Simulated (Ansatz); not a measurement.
Species: HCl2InS, SMILES `[SH][In]([Cl])[Cl]` (H–S–In–Cl torsion 0°) (charge 0, multiplicity 1), formula HCl₂InS.

Task: How many basis functions does frozen-core CCSD(T)/def2-TZVPP // PBE0-D4/def2-TZVP run with Ansatz (a first-principles code) use, how many core orbitals are frozen, and how many electrons are correlated?

Result: 190 basis functions and 19 frozen orbitals, which leaves 34 correlated electrons (filled d shells below the valence shell are correlated). Core time is of the order of minutes.
